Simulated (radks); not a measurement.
The numbers below are computed, except where a source is named.
All-electron atom: Cu21+ in [He] 2s2 2p3.5 3p0.5 (fractional occupations, a model configuration).

Code: a radial shooting solver on a logarithmic mesh with Libxc functionals. Model: non-relativistic Kohn-Sham, r2SCAN, spin-polarised, spherical densities, point nucleus; open shells are filled with parallel spins first; meta-GGA in the generalised Kohn-Sham scheme.

Energy parts (eV):
part                      energy
total                 -35242.705
kinetic                35235.191
electron-nucleus      -74288.766
Hartree                 4819.918
exchange-correlation   -1009.049

Orbitals (lengths in bohr, moments of r in powers of bohr; <r^-3> diverges for s and p1/2; r(max) is where P^2 peaks):
\begin{tabular}{lrrrrr}
orbital & occ. & eigenvalue (eV) & <r> & r(max) & <r^-3> \\ \hline
1s up & 1 & -9887.409 & 0.05282 & 0.03488 & - \\
1s down & 1 & -9867.397 & 0.05270 & 0.03484 & - \\
2s up & 1 & -2010.137 & 0.2267 & 0.1938 & - \\
2s down & 1 & -1979.973 & 0.2282 & 0.1947 & - \\
2p up & 3 & -1910.228 & 0.1950 & 0.1533 & 759.7 \\
2p down & 0.5 & -1870.387 & 0.1967 & 0.1545 & 747.9 \\
3p up & 0.5 & -767.2900 & 0.5264 & 0.4961 & 186.9 \\
3p down & 0 & -733.5611 & 0.5314 & 0.4939 & 191.7 \\
\end{tabular}

The highest occupied level is 3p up at -767.29 eV. Summed over all electrons, <r^2> = 0.4493 bohr^2, which gives a Langevin (diamagnetic) susceptibility term of -0.356 x 10^-6 cm^3/mol. Spin moment in Bohr magnetons: 3. The electron density at the nucleus is 1.662e+04 e/bohr^3. The density falls to 0.001 e/bohr^3 at r = 1.15 bohr. The spin density at the nucleus is -4.27 e/bohr^3 (1s -24.09, 2s 19.83), a Fermi contact field of -224 T.
